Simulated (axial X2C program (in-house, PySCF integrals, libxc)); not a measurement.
**TiS: from Re and ωe to a spectrum**

A bond curve at the B97-3 level, 2c, was computed with an in-house relativistic program for diatomic molecules (basis Ti dyall-cv3z [10s10p6d4f2g], S dyall-av3z [9s8p3d2f] (cores contracted in-house)) for the state Ω = 1 (⟨Sz⟩ = -1.00, ⟨Lz⟩ = 2.00 at B97-3). Its fit gives Re = 2.0849 Å, ωe = 568.9 cm⁻¹, ωexe = 1.92 cm⁻¹ and αe = 8.615e-04 cm⁻¹; the masses are 47.9479 and 31.9721 u. Two-component means X2C with spin–orbit coupling and atomic mean-field Coulomb and Gaunt terms.

(1) Find the reduced mass, Be and the force constant.

(2) Where do the fundamental and the first overtone lie?

(3) Estimate the centrifugal constant by the Kratzer relation.

(4) The dipole moment p changes by 6.30 D/Å at Re. What harmonic infrared intensity follows?

(5) A Morse curve ties αe to the other constants (Pekeris). How well does that hold?

The state is a single determinant with fixed occupations, the lowest that a limited PBE0 search found. Density functionals use the spin component along the axis (collinear). The functionals have no current-density term, which raises determinants with orbital currents, atoms included. With several unpaired electrons one determinant need not be a pure state.

Answers

(1) From the B97-3 values: μ = 19.1816 u. Be = 16.8576/(μ Re²) = 0.2022 cm⁻¹. k = 5.8918×10⁻⁷ μ ωe² = 3.66 mdyn/Å.

(2) ν(1←0) = ωe − 2ωexe = 565.1 cm⁻¹; ν(2←0) = 2ωe − 6ωexe = 1126.3 cm⁻¹.

(3) D = 4Be³/ωe² = 1.02e-07 cm⁻¹.

(4) I = 42.256 × (dp/dR)²/μ = 87 km/mol.

(5) αe(Morse) = 6Be²/ωe × (√(ωexe/Be) − 1) = 8.974e-04 cm⁻¹; the B97-3 curve gives 8.615e-04 cm⁻¹, a ratio of 1.04.
